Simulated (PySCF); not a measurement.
Positional isomers: benzothiophene methyl+silyl. All species are isolated molecules in the gas phase. Strings in code marks are SMILES.

Quantity: electronic energy of isomers of C9H10SSi relative to `Cc1c([SiH3])sc2ccccc12`, in kcal/mol.

Case: `Cc1cc([SiH3])c2sccc2c1`. Geometry of `Cc1cc([SiH3])c2sccc2c1` (neutral, multiplicity 1, Å):

```xyz
21

C      2.9299    -1.0783     0.3038
C      1.5515    -0.4897     0.1360
C      0.4114    -1.2881     0.3935
C     -0.8965    -0.8120     0.2596
Si    -2.3701    -1.9240     0.6175
C     -1.0421     0.5285    -0.1530
S     -2.5464     1.3961    -0.4062
C     -1.6783     2.8406    -0.8597
C     -0.3250     2.6849    -0.8261
C      0.0746     1.3611    -0.4206
C      1.3705     0.8294    -0.2692
H      3.0911    -1.4294     1.3368
H      3.0755    -1.9487    -0.3577
H      3.7142    -0.3432     0.0712
H      0.5686    -2.3235     0.7111
H     -1.8662    -3.2664     1.0242
H     -3.2085    -1.3528     1.7123
H     -3.2340    -2.0605    -0.5919
H     -2.2384     3.7350    -1.1295
H      0.3801     3.4783    -1.0778
H      2.2380     1.4627    -0.4742
```

Problem. Estimate the electronic energy of isomers of C9H10SSi relative to `Cc1c([SiH3])sc2ccccc12` that M06-2X/def2-TZVP // B3LYP-D3(BJ)/def2-SVP (PySCF) returns for this input.

Solution. 3.18 kcal/mol.
